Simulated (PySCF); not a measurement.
Radial density of Ga⁺ (gallium, charge +1)

UHF, [Ar] 3d10 4s2, closed-shell 1S. Computed with PySCF 2.14 in def2-QZVPPD, with the non-relativistic Hamiltonian (point nucleus).

| r (bohr) | 4πr²ρ (e/bohr) |
| --- | --- |
| 0.000837 | 0.1707 |
| 0.00141 | 0.4661 |
| 0.00237 | 1.243 |
| 0.00399 | 3.181 |
| 0.00670 | 7.605 |
| 0.0113 | 16.23 |
| 0.0190 | 28.65 |
| 0.0319 | 37.38 |
| 0.0537 | 33.29 |
| 0.0903 | 32.05 |
| 0.152 | 43.60 |
| 0.255 | 27.96 |
| 0.430 | 23.73 |
| 0.722 | 22.08 |
| 1.22 | 5.753 |
| 2.04 | 1.442 |
| 3.44 | 0.3289 |
| 5.78 | 0.008749 |
